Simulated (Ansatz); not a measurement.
```yaml
crystal:
  periodic: [false, false, false]
  atoms:
    - {symbol: C, position_ang: [-3.276221, -0.039956, -0.305765]}
    - {symbol: C, position_ang: [-2.335504, -0.339196, 0.846751]}
    - {symbol: C, position_ang: [-3.045377, -0.220531, 2.198145]}
    - {symbol: C, position_ang: [-1.149138, 0.598547, 0.851432]}
    - {symbol: O, position_ang: [-1.188759, 1.709915, 0.386769]}
    - {symbol: C, position_ang: [0.124216, 0.061851, 1.491806]}
    - {symbol: C, position_ang: [0.829362, -0.884291, 0.532172]}
    - {symbol: O, position_ang: [0.595229, -2.071071, 0.578270]}
    - {symbol: C, position_ang: [1.778465, -0.317905, -0.458506]}
    - {symbol: C, position_ang: [2.569872, -1.204979, -1.188215]}
    - {symbol: C, position_ang: [3.462918, -0.729340, -2.128744]}
    - {symbol: C, position_ang: [3.562677, 0.637373, -2.360658]}
    - {symbol: C, position_ang: [2.768829, 1.524016, -1.649305]}
    - {symbol: C, position_ang: [1.883296, 1.051565, -0.693806]}
    - {symbol: H, position_ang: [-2.772835, -0.150669, -1.268099]}
    - {symbol: H, position_ang: [-4.128278, -0.722784, -0.284761]}
    - {symbol: H, position_ang: [-3.649324, 0.983561, -0.242423]}
    - {symbol: H, position_ang: [-1.940512, -1.357791, 0.759383]}
    - {symbol: H, position_ang: [-2.380619, -0.441854, 3.036141]}
    - {symbol: H, position_ang: [-3.879531, -0.923557, 2.241462]}
    - {symbol: H, position_ang: [-3.442748, 0.788399, 2.333308]}
    - {symbol: H, position_ang: [0.756162, 0.902887, 1.771172]}
    - {symbol: H, position_ang: [-0.128091, -0.531818, 2.370906]}
    - {symbol: H, position_ang: [2.465372, -2.265961, -0.996235]}
    - {symbol: H, position_ang: [4.083027, -1.421368, -2.686594]}
    - {symbol: H, position_ang: [4.260830, 1.010940, -3.101271]}
    - {symbol: H, position_ang: [2.838275, 2.588710, -1.838588]}
    - {symbol: H, position_ang: [1.251608, 1.749909, -0.158549]}
basis:
  gaussian: {orbitals: "6-31++G**"}
magnetization: {spin_polarized: true, initial_magnetization: 6}
hamiltonian: {xc: {name: wB97}}
output: {forces: true}
```

```sh
$ ansatz run in.yaml --threads 11 --pin off --events-out ev --progress --plain --max-ram 174080MiB --backend cuda --devices 0, --max-vram 75GiB
```

It prints (some lines left out):

```
Functional definition: wB97
3464 factors; their error is unknown
1246 factors; integrals over basis functions are off by at most 1.4e-5 eV
mean field evaluation 1: about -16740.8051 eV, gradient 4.6e1 eV
mean field evaluation 2: about -16747.1424 eV, gradient 3.4e1 eV
mean field evaluation 4: about -16752.1453 eV, gradient 4.8e0 eV
mean field evaluation 8: about -16752.4763 eV, gradient 7.2e-1 eV
mean field evaluation 16: about -16752.5625 eV, gradient 4.0e-1 eV
mean field evaluation 32: about -16751.7543 eV, gradient 5.7e0 eV
mean field -16752.56454203 eV, -615.6453916235 hartree, gradient 3.1e-5 eV, S^2 12.087584; 4 other end points of the search recorded, 0 dependent functions left out
reference -16752.56451576 eV, -615.6453906580 hartree; 54, 48 occupied and 296, 302 virtual orbitals, 3464 factors
Total energy: -16752.56451576 eV, -615.6453906580 hartree
Atom 0 at    -3.276221    -0.039956    -0.305765 Å, force    -0.065561    -0.113144    -0.207839 eV/Å
Atom 1 at    -2.335504    -0.339196     0.846751 Å, force    -0.523415     0.172081     0.380963 eV/Å
Atom 2 at    -3.045377    -0.220531     2.198145 Å, force    -0.249663    -0.084885    -0.027430 eV/Å
Atom 3 at    -1.149138     0.598547     0.851432 Å, force     0.717090    -6.975879     3.130173 eV/Å
Atom 4 at    -1.188759     1.709915     0.386769 Å, force    -0.326355     7.103213    -2.892162 eV/Å
Atom 5 at     0.124216     0.061851     1.491806 Å, force    -0.685114    -0.181369    -0.432937 eV/Å
Atom 6 at     0.829362    -0.884291     0.532172 Å, force     3.225637     7.456993    -1.593131 eV/Å
Atom 7 at     0.595229    -2.071071     0.578270 Å, force    -1.384465    -6.341616     0.530841 eV/Å
Atom 8 at     1.778465    -0.317905    -0.458506 Å, force    -1.513610    -1.320534     1.648511 eV/Å
Atom 9 at     2.569872    -1.204979    -1.188215 Å, force    -3.217145    -2.476073     3.253309 eV/Å
Atom 10 at     3.462918    -0.729340    -2.128744 Å, force     3.590079     2.036496    -3.797379 eV/Å
Atom 11 at     3.562677     0.637373    -2.360658 Å, force     0.223496     0.025688    -0.260684 eV/Å
Atom 12 at     2.768829     1.524016    -1.649305 Å, force     3.500614     1.695174    -3.652292 eV/Å
Atom 13 at     1.883296     1.051565    -0.693806 Å, force    -3.485644    -0.953949     3.781464 eV/Å
Atom 14 at    -2.772835    -0.150669    -1.268099 Å, force     0.074166    -0.024556    -0.124424 eV/Å
Atom 15 at    -4.128278    -0.722784    -0.284761 Å, force    -0.137976    -0.075048    -0.000204 eV/Å
Atom 16 at    -3.649324     0.983561    -0.242423 Å, force    -0.118256     0.162777     0.032847 eV/Å
Atom 17 at    -1.940512    -1.357791     0.759383 Å, force     0.101557    -0.107685    -0.156352 eV/Å
Atom 18 at    -2.380619    -0.441854     3.036141 Å, force     0.122803    -0.029389     0.081178 eV/Å
Atom 19 at    -3.879531    -0.923557     2.241462 Å, force    -0.229733    -0.164814     0.073474 eV/Å
Atom 20 at    -3.442748     0.788399     2.333308 Å, force    -0.052886     0.135434     0.017248 eV/Å
Atom 21 at     0.756162     0.902887     1.771172 Å, force     0.416500    -0.081134     0.064855 eV/Å
Atom 22 at    -0.128091    -0.531818     2.370906 Å, force    -0.155625     0.094646     0.404896 eV/Å
Atom 23 at     2.465372    -2.265961    -0.996235 Å, force     0.062022    -0.171257    -0.017548 eV/Å
Atom 24 at     4.083027    -1.421368    -2.686594 Å, force     0.103980    -0.049982    -0.085720 eV/Å
Atom 25 at     4.260830     1.010940    -3.101271 Å, force     0.088027     0.048352    -0.112762 eV/Å
Atom 26 at     2.838275     2.588710    -1.838588 Å, force     0.041594     0.126262    -0.041031 eV/Å
Atom 27 at     1.251608     1.749909    -0.158549 Å, force    -0.122117     0.094199     0.002135 eV/Å
Dipole moment:    -0.202313    -0.077289     0.246320 e Å
```

What is wrong with this run?

The spin is set far too high for this molecule. Self-consistency was reached. The result belongs to that input, not to the molecule as meant.
